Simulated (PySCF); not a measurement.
C3H3, charge -1, singlet, at a GFN2-xTB geometry (in this run its highest filled SCF level lies above zero, so its values depend strongly on the basis, on diffuse functions most of all); PySCF with SVWN5/pcseg-1.

PySCF was given this input:
```python
from pyscf import gto, scf, dft

mol = gto.M(
    atom='''
C    -0.000588   -0.067353    0.131452
C     0.012727    0.421654    1.286929
C    -0.009166   -0.235089   -1.200541
H     0.008172   -0.086694    2.252544
H     0.909339   -0.330062   -1.783745
H    -0.935345   -0.298514   -1.775838
''',
    basis='pcseg-1',
    charge=-1,
    spin=0,
    verbose=4,
)

mf = dft.RKS(mol)
mf.xc = 'lda,vwn'
mf.grids.level = 4
mf.kernel()
mf.analyze()
```

Write the output that PySCF gives for this input, abridged.


```
PySCF version 2.14.0

[INPUT] verbose = 4
[INPUT] num. atoms = 6
[INPUT] num. electrons = 22
[INPUT] charge = -1
[INPUT] spin (= nelec alpha-beta = 2S) = 0
[INPUT] symmetry False subgroup None
[INPUT] Mole.unit = angstrom
[INPUT] Symbol           X                Y                Z      unit          X                Y                Z       unit  Magmom
[INPUT]  1 C     -0.000588000000  -0.067353000000   0.131452000000 AA   -0.001111158961  -0.127278723668   0.248408278526 Bohr   0.0
[INPUT]  2 C      0.012727000000   0.421654000000   1.286929000000 AA    0.024050544387   0.796810579327   2.431943351760 Bohr   0.0
[INPUT]  3 C     -0.009166000000  -0.235089000000  -1.200541000000 AA   -0.017321229658  -0.444253824898  -2.268693691311 Bohr   0.0
[INPUT]  4 H      0.008172000000  -0.086694000000   2.252544000000 AA    0.015442841890  -0.163827916643   4.256691243532 Bohr   0.0
[INPUT]  5 H      0.909339000000  -0.330062000000  -1.783745000000 AA    1.718401664386  -0.623726784126  -3.370789526062 Bohr   0.0
[INPUT]  6 H     -0.935345000000  -0.298514000000  -1.775838000000 AA   -1.767545881981  -0.564109704348  -3.355847461595 Bohr   0.0

nuclear repulsion = 53.3629357410301
number of shells = 15
number of NR pGTOs = 96
number of NR cGTOs = 57
basis = pcseg-1
ecp = {}

******** <class 'pyscf.dft.rks.RKS'> ********
method = RKS
initial guess = minao
damping factor = 0
level_shift factor = 0
DIIS = <class 'pyscf.scf.diis.CDIIS'>
diis_start_cycle = 1
diis_space = 8
diis_damp = 0
SCF conv_tol = 1e-09
SCF conv_tol_grad = None
SCF max_cycles = 50
direct_scf = True
direct_scf_tol = 1e-13
XC library pyscf.dft.libxc version 7.1.2
    S. Lehtola, C. Steigemann, M. J. T. Oliveira, and M. A. L. Marques,  SoftwareX 7, 1–5 (2018)
XC functionals = lda,vwn
    P. A. M. Dirac,  Math. Proc. Cambridge Philos. Soc. 26, 376 (1930)
    F. Bloch,  Z. Phys. 57, 545 (1929)
    S. H. Vosko, L. Wilk, and M. Nusair,  Can. J. Phys. 58, 1200 (1980)
radial grids:
    Treutler-Ahlrichs [JCP 102, 346 (1995); DOI:10.1063/1.469408] (M4) radial grids

becke partition: Becke, JCP 88, 2547 (1988); DOI:10.1063/1.454033
pruning grids: <function nwchem_prune>
grids dens level: 4
symmetrized grids: False
atomic radii adjust function: <function treutler_atomic_radii_adjust>
small_rho_cutoff = 0
Set gradient conv threshold to 3.16228e-05
Initial guess from minao.
tot grids = 132952
init E= -115.058218021868
  HOMO = -0.237151912283918  LUMO = -0.0690453188695153  gap/eV = 4.57441
cycle= 1 E= -114.786453984406  delta_E= 0.272  |g|= 0.617  |ddm|= 2.74
  HOMO = 0.194802288731287  LUMO = 0.266799883475901  gap/eV = 1.95915
cycle= 2 E= -114.639777861873  delta_E= 0.147  |g|= 0.932  |ddm|= 6.68
  HOMO = 0.0809868941901071  LUMO = 0.219448713241607  gap/eV = 3.76774
cycle= 3 E= -114.909926675701  delta_E= -0.27  |g|= 0.0592  |ddm|= 5.32
  HOMO = 0.0797205173682491  LUMO = 0.221945118960662  gap/eV = 3.87013
cycle= 4 E= -114.909077730067  delta_E= 0.000849  |g|= 0.0808  |ddm|= 0.19
  HOMO = 0.0807246236643495  LUMO = 0.221121196711085  gap/eV = 3.82039
cycle= 5 E= -114.910678770898  delta_E= -0.0016  |g|= 0.0249  |ddm|=  0.1
  HOMO = 0.0806428487780404  LUMO = 0.220438414346384  gap/eV = 3.80403
cycle= 6 E= -114.910866367915  delta_E= -0.000188  |g|= 0.00285  |ddm|= 0.0397
  HOMO = 0.0803425078523277  LUMO = 0.220217541650773  gap/eV = 3.80619
cycle= 7 E= -114.910868958588  delta_E= -2.59e-06  |g|= 0.000376  |ddm|= 0.00645
  HOMO = 0.0802943494964041  LUMO = 0.220174613381233  gap/eV = 3.80634
cycle= 8 E= -114.910869007593  delta_E= -4.9e-08  |g|= 6.89e-05  |ddm|= 0.000902
  HOMO = 0.0802902577101645  LUMO = 0.220173060094896  gap/eV = 3.80640
cycle= 9 E= -114.910869009513  delta_E= -1.92e-09  |g|= 1.01e-05  |ddm|= 0.000197
  HOMO = 0.0802893240363312  LUMO = 0.220172067265058  gap/eV = 3.80640
cycle= 10 E= -114.910869009546  delta_E= -3.3e-11  |g|= 2.3e-06  |ddm|= 2.74e-05
  HOMO = 0.0802894397538463  LUMO = 0.220172094088869  gap/eV = 3.80640
Extra cycle  E= -114.910869009533  delta_E= 1.29e-11  |g|= 6.74e-06  |ddm|= 1.54e-05
converged SCF energy = -114.910869009533
**** SCF Summaries ****
Total Energy =                        -114.910869009533343
Nuclear Repulsion Energy =              53.362935741030128
One-electron Energy =                 -265.570180673590073
Two-electron Energy =                   97.296375923026602
Two-electron Coulomb Energy =          113.706295526679355
DFT Exchange-Correlation Energy =      -16.409919603652753
HOMO-LUMO gap [eV] =                     3.806400904612528
**** MO energy ****
MO #1   energy= -9.53775554052002  occ= 2
MO #2   energy= -9.52276773864179  occ= 2
MO #3   energy= -9.50504044556571  occ= 2
MO #4   energy= -0.453889928978257 occ= 2
MO #5   energy= -0.368289228747013 occ= 2
MO #6   energy= -0.216597082582396 occ= 2
MO #7   energy= -0.157620356163158 occ= 2
MO #8   energy= -0.156861695821786 occ= 2
MO #9   energy= -0.039450557213716 occ= 2
MO #10  energy= 0.00285167629764427 occ= 2
MO #11  energy= 0.0802894397538463 occ= 2
MO #12  energy= 0.220172094088869  occ= 0
MO #13  energy= 0.22666142045265   occ= 0
MO #14  energy= 0.234153082941689  occ= 0
MO #15  energy= 0.268739779413018  occ= 0
MO #16  energy= 0.297574794155161  occ= 0
MO #17  energy= 0.419290791610266  occ= 0
MO #18  energy= 0.472929845497769  occ= 0
MO #19  energy= 0.585377537449378  occ= 0
 ** Mulliken pop on meta-lowdin orthogonal AOs  **
 ** Mulliken pop  **
 ** Mulliken atomic charges  **
charge of    0C =     -0.06977
charge of    1C =     -0.56983
charge of    2C =     -0.57116
charge of    3H =      0.07009
charge of    4H =      0.07034
charge of    5H =      0.07034

WARN: System has nonzero charge -1; the dipole moment is origin-dependent.
Location of origin: [0. 0. 0.]

Dipole moment(X, Y, Z, Debye): -0.02765, -1.40799, -0.83384
```
